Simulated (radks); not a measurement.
The numbers below are computed, except where a source is named.
Dipole-allowed excitations along the series with 4 electrons in [He] 2s2. Level of theory: scalar-relativistic Kohn-Sham, PBE, spin-unpolarised, spherical densities, finite nucleus; Fermi nuclear charge, rms radius of each element as measured or else 0.836 A^(1/3) + 0.57 fm (a radial shooting solver on a logarithmic mesh with Libxc functionals). Time-dependent linear response with the Hartree and adiabatic LDA kernel, continuum included through the Sternheimer equations, no spin-orbit coupling, so fine structure and intercombination lines are absent. Lines are the poles of the dipole polarisability below minus the highest occupied eigenvalue, found on a grid refined at the orbital gaps; the lowest seven at most are given, and weak or close lines can be missed. The first line takes the name of the lowest orbital gap if no other gap lies below it; otherwise a line is named after a gap within 0.6 % of it, if that gap stands alone.

| species | -e(HOMO) (eV) | lowest orbital gap (eV) | first line (eV) | f | strongest line (eV) | its f | static alpha (bohr^3) |
|---|---|---|---|---|---|---|---|
| Co23+ | 2076.5 | 2s-2p 72.443 | 93.971 (2s-2p) | 0.150 | 1217.5 (2s-3p) | 0.711 | 0.01312 |
| Ni24+ | 2251.2 | 2s-2p 77.201 | 99.676 (2s-2p) | 0.148 | 1318.2 (2s-3p) | 0.714 | 0.01147 |
| Cu25+ | 2433.2 | 2s-2p 82.254 | 105.69 (2s-2p) | 0.146 | 1423.1 (2s-3p) | 0.716 | 0.01006 |
